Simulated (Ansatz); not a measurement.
One change: `NC(S)C[SiH3]` becomes `NC(N)S`.

Ansatz, PBE0-D4/def2-TZVP geometries, multiplicity 1. Each molecule was computed in one conformer, which needn't be the lowest.

```csv
property,`NC(S)C[SiH3]`
HOMO energy (PBE0/def2-TZVPP) / eV,-6.88
HOMO–LUMO gap (ωB97M-V/def2-TZVPP) / eV,10.98
HOMO energy (PBE/def2-TZVPP) / eV,-5.58
LUMO energy (PBE0/def2-TZVPP) / eV,0.19
HOMO–LUMO gap (PBE/def2-TZVPP) / eV,4.86
LUMO energy (ωB97M-V/def2-TZVPP) / eV,1.85
```

Question: What does the change do to each property? (An estimate is asked.)

Answer: Ansatz gave: 
```csv
property,`NC(N)S`,shift
HOMO energy (PBE0/def2-TZVPP) / eV,-6.79,0.09
HOMO–LUMO gap (ωB97M-V/def2-TZVPP) / eV,11.00,0.02
HOMO energy (PBE/def2-TZVPP) / eV,-5.49,0.09
LUMO energy (PBE0/def2-TZVPP) / eV,0.29,0.10
HOMO–LUMO gap (PBE/def2-TZVPP) / eV,4.87,0.01
LUMO energy (ωB97M-V/def2-TZVPP) / eV,1.95,0.10
```

The zero-point energy changes by -66.5 kJ/mol with -12 modes.
